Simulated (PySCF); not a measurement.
Pb(Cl)(OMe) (CH3ClOPb), SMILES C[O][Pb][Cl] (connectivity only; charge and spin as stated), neutral, multiplicity 1. Atoms are numbered in the order given.

```xyz
7

Pb     0.4575     0.3355     0.0000
Cl    -2.0425     0.6694     0.0000
O      0.4642    -1.7708     0.0000
C     -0.6230    -2.6580     0.0000
H     -1.6030    -2.1448     0.0000
H     -0.5826    -3.3142     0.8911
H     -0.5826    -3.3142    -0.8911
```

Geometry optimised at B3LYP-D3(BJ)/def2-SVP. The def2 effective core potentials stand for the cores of Pb; spin–orbit coupling is left out. Other conformers were not sampled.

Level of theory: TDA-LC-ωPBE/def2-SVPD run with PySCF.

Vertical excitations. The molecule is in vacuum. State labels are in the subgroup Cs.

Computed excitation energies, oscillator strengths and character:
| state | symmetry | energy (eV) | λ (nm) | f | main pairs |
|---|---|---|---|---|---|
| S1 | A" | 4.31 | 288 | 0.019 | HOMO−1→LUMO 97 % |
| S2 | A' | 4.92 | 252 | 0.038 | HOMO→LUMO 87 % |
| S3 | A" | 5.21 | 238 | 0.021 | HOMO−2→LUMO 85 % |
| S4 | A" | 5.54 | 224 | 0.002 | HOMO−3→LUMO 85 % |
| S5 | A' | 5.86 | 212 | 0.001 | HOMO−4→LUMO 86 % |
| S6 | A" | 6.40 | 194 | 0.002 | HOMO→LUMO+1 84 % |
| S7 | A' | 6.45 | 192 | 0.088 | HOMO−1→LUMO+1 65 %, HOMO−1→LUMO+2 25 % |
| S8 | A" | 6.52 | 190 | 0.011 | HOMO→LUMO+2 61 %, HOMO→LUMO+3 27 % |
| S9 | A' | 6.96 | 178 | 0.027 | HOMO−2→LUMO+1 37 %, HOMO−3→LUMO+1 36 %, HOMO−3→LUMO+3 7 % |
| S10 | A" | 7.09 | 175 | 0.012 | HOMO−4→LUMO+1 76 %, HOMO−4→LUMO+3 11 % |
| T1 | A" | 3.68 | 336 | 0 | HOMO−1→LUMO 81 % |
| T2 | A' | 3.99 | 311 | 0 | HOMO→LUMO 93 % |
| T3 | A" | 4.74 | 262 | 0 | HOMO−2→LUMO 64 %, HOMO−3→LUMO 18 %, HOMO−1→LUMO 13 % |
| T4 | A' | 5.35 | 232 | 0 | HOMO−4→LUMO 90 % |
Triplets are in the Tamm–Dancoff approximation.
